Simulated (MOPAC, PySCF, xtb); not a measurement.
Precursor series Ta Cl-NH2. All species are isolated molecules in the gas phase. One relaxed conformer stands for each flexible species; it need not be the lowest.

Quantity: redistribution energy (mixed species minus the weighted end members), in kcal/mol. Semi-empirical values (MOPAC) are differences of heats of formation.

Level 1: TPSSh-D3(BJ)/def2-TZVP // r2SCAN-D4/def2-SVP (PySCF)
Level 2: PBE/6-31G* (LANL2DZ on Ta) // r2SCAN-D4/def2-SVP (PySCF)
Level 3: GFN2-xTB (xtb)
Level 4: PM7 // r2SCAN-D4/def2-SVP (MOPAC)

```tsv
species	level 1	level 2	level 3	level 4
2 of 5 Cl replaced by NH2: [Ta(Cl)3(NH2)2]	-12.1	-15.3	-33.5	-30.9
3 of 5 Cl replaced by NH2: [Ta(Cl)2(NH2)3]	-12.3	-14.5	-30.1	-21.3
4 of 5 Cl replaced by NH2: [Ta(Cl)(NH2)4]	-10.5	-13.5	-19.5	-23.9
```
